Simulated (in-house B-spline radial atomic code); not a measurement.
Results of a calculation; reference values are marked as such.
**S in an electron gas of r_s = 2.07: phase shifts, screening, friction and resistivity**

A nucleus sits in a uniform electron gas with a rigid positive background. The Kohn-Sham equations are solved self-consistently in the spin-unpolarised LDA (PW92), non-relativistic, on B-splines with outgoing waves at the boundary and partial waves to l = 8. The model has no lattice, no bands and no magnetic solution. Atomic units; δ_l are the phase shifts at the Fermi level, counted so that each bound state adds π, and good to about 0.0005.

The density parameter is r_s = 2.07 bohr, near that of the valence electrons of Al (3 per atom, density 2.7 g/cm³, mass 26.98 u, which gives r_s = 2.07).

```csv
l,δ_l (rad)
0,7.5254
1,4.9662
2,0.4622
3,0.0449
4,0.0075
5,0.0017
6,0.0004
7,0.0003
8,0.0002
```

Bound levels below the band bottom (hartree): s -87.23, s -7.187, p -5.234, s -0.2563.

Check the Friedel sum rule, and say where the screening charge sits.

k_F = (9π/4)^(1/3)/r_s = 0.92713. The rule is Z = (2/π) Σ (2l + 1) δ_l. The terms are s 4.791, p 9.485, d 1.471, f 0.200 and 0.063 beyond, in all 16.010 against Z = 16. Bound states hold 6 s, 6 p, 0 d electrons, so the scattering states carry 4.01 in all; where a term is smaller than its bound count, the bound level has drawn weight out of the band.

Find the transport cross section and the electronic stopping of a 1 keV S ion (mass 32.06 u).

σ_tr = (4π/k_F²) Σ (l + 1) sin²(δ_l − δ_(l+1)). The terms for l = 0 to 3 are 0.3025, 1.9144, 0.4928, 0.0056, all together 2.7155, so σ_tr = 14.619 × 2.7155 = 39.699 bohr². With n = 3/(4π r_s³) = 0.02692, the friction coefficient is Q = n k_F σ_tr = 0.9906. For v well below v_F = 0.927, dE/dx = Q v; with 24801 eV per u at v = 1, v = √(1000/(24801 × 32.06)) = 0.0355, so dE/dx = 0.03513 hartree/bohr = 18.1 eV/nm. The largest term couples the p and d waves.

What residual resistivity would 1 atomic per cent of such centres give in Al?

Δρ = k_F n_i σ_tr/n in atomic units of 21.74 μΩ·cm. With one host atom per 3 electrons, n_i/n = 0.01/3, so Δρ = 0.9271 × 0.00333 × 39.699 × 21.74 = 2.67 μΩ·cm. This is an atom added to the gas, as on an interstitial site.

On a substitutional site the background of one host ion, a sphere holding 3 charges, is taken out. The phase shifts for l = 0 to 4 become 7.2446, 4.5187, -0.0123, -0.0313, -0.0081. What follows?

The Friedel sum is now 13.01, for Z − 3 = 13. The sum in σ_tr is 2.1014, so σ_tr = 30.72 bohr² and Δρ = 2.06 μΩ·cm per atomic per cent, 0.77 times the value above. A real host ion scatters too, so this model doesn't give zero even for the host's own atom.
